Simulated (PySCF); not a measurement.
NICS in isomers of [C6H9P2]-.

Probes without a nucleus sit at each ring's centroid and 1 Å off its mean plane on both sides; NICS is minus the shielding there, NICSzz its component along the normal. Level: GIAO PBE0/pcSseg-1 (PySCF, non-relativistic, gas phase) on the GFN2-xTB geometries, one conformer each. Atom numbers follow the mapped SMILES.

Question: Order these rings by mean NICS(1)zz, lowest (most negative) first (ppm).
A. ring C3–P4–C5–P6–C7 in `[CH3:1][CH2:2][c:3]1[p-:4][cH:5][p:6][c:7]1[CH3:8]` (charge -1)
B. ring C2–P3–C4–C6–P8 in `[CH3:1][c:2]1[p:3][c:4]([CH3:5])[c:6]([CH3:7])[p-:8]1` (charge -1)
C. ring C3–C4–P5–C6–P8 in `[CH3:1][CH2:2][c:3]1[cH:4][p:5][c:6]([CH3:7])[p-:8]1` (charge -1)
D. ring C4–P5–C6–C7–P8 in `[CH3:1][CH:2]([CH3:3])[c:4]1[p:5][cH:6][cH:7][p-:8]1` (charge -1)

Answer: D (-28.5), A (-26.2), C (-24.8), B (-21.3).

```tsv
SMILES	ring	NICS(0)	NICS(1)	NICS(1)zz	HOMA	rms pucker (Å)	ring atoms with four or more neighbours
CC(C)c1pcc[p-]1	5-membered ring with 2 P; formal bonds all aromatic	-11.3	-11.2	-28.5	0.79	0.00	0
CCc1[p-]cpc1C	5-membered ring with 2 P; formal bonds all aromatic	-10.2	-10.5	-26.2	0.78	0.00	0
CCc1cpc(C)[p-]1	5-membered ring with 2 P; formal bonds all aromatic	-9.8	-9.9	-24.8	0.76	0.00	0
Cc1pc(C)c(C)[p-]1	5-membered ring with 2 P; formal bonds all aromatic	-8.4	-8.9	-21.3	0.72	0.00	0
```

NICS(0) gives the same order. The isotropic NICS(1) gives the same order. Over the 4 rings with a HOMA value its correlation coefficient with NICS(1)zz is -0.97. HOMA uses Krygowski's 1993 parameters. NICS(1) and NICS(1)zz are means over the two faces.
